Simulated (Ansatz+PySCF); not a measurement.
The numbers below are computed, except where a source is named.
Input for PySCF 2.14.0:

```python
from pyscf import gto, scf, cc

mol = gto.M(atom="""
Be 0.000000 0.000000 0.000000
S 0.000000 0.000000 2.900000
""", basis='sto-3g', charge=0, spin=0)
mf = scf.UHF(mol)
mf.kernel()
mycc = cc.CCSD(mf, frozen=6).run()
et = mycc.ccsd_t()
print(mf.e_tot, mycc.e_corr, et, mycc.e_tot + et)
```

The script is written out from the run's settings.

Output:

```json
{
  "Converged": "yes",
  "Reference energy": "-407.39527 hartree",
  "CCSD correlation energy": "-0.08288 hartree",
  "Triples correction": "-0.00091 hartree",
  "Total energy": "-407.47906 hartree",
  "Spin squared of the determinant": "0.000"
}
```

This is not the lowest solution: another run reaches a determinant 1.67 eV lower. Caution: large amplitudes, a single reference is doubtful; another spin multiplicity may lie lower.
